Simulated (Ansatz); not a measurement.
This geometry of ClF3HOTa + H2 (9 atoms, charge 0, multiplicity 1) is a first-order saddle point.

Method: RKS PBE-D4/def2-SVP in Ansatz.

```xyz
9
Properties=species:S:1:pos:R:3
Ta -0.057 0.151 -0.193
O 2.023 -0.292 -0.306
H 2.500 -0.362 0.546
F 0.396 0.724 1.564
Cl -0.180 -0.097 -2.502
F -1.640 1.154 -0.083
F -0.458 -1.620 0.304
H 1.091 1.677 -0.669
H 1.806 0.915 -0.536
```

Problem. Which two structures does it join? (They come from a converged band through this point; their orientation in space is the band's.)

Solution. Bonds broken: H8–H9. Bonds formed: Ta1–H8, O2–H9. ClF3HOTa + H2 becomes ClF3H3OTa.

First end point:

```xyz
9
Properties=species:S:1:pos:R:3
Ta -0.086 -0.387 -0.087
O 1.780 -0.616 -0.220
H 2.497 -0.404 0.405
F 0.082 0.143 1.739
Cl -0.469 -0.978 -2.326
F -0.840 1.311 -0.393
F -1.057 -1.881 0.507
H 1.433 2.675 -0.712
H 2.141 2.385 -0.790
```

Last end point:

```xyz
9
Properties=species:S:1:pos:R:3
Ta -0.215 0.312 -0.226
O 2.067 -0.011 -0.256
H 2.373 -0.743 0.318
F 0.109 1.113 1.469
Cl -0.347 -0.248 -2.492
F -2.025 0.782 -0.122
F 0.199 -1.449 0.398
H 0.660 1.738 -0.829
H 2.659 0.755 -0.136
```

Problem. How far does it lie above each of them?

Solution. 1.15 eV above the first and 0.62 eV above the second. This is the barrier of this one path; another mechanism may lie lower. The orbitals stay closed-shell, which can raise the energy where a bond breaks towards radicals; this wasn't checked here.

Run time: 4 min on 4 threads of Arm Neoverse V1, on a shared host, peak memory 0.18 GiB.
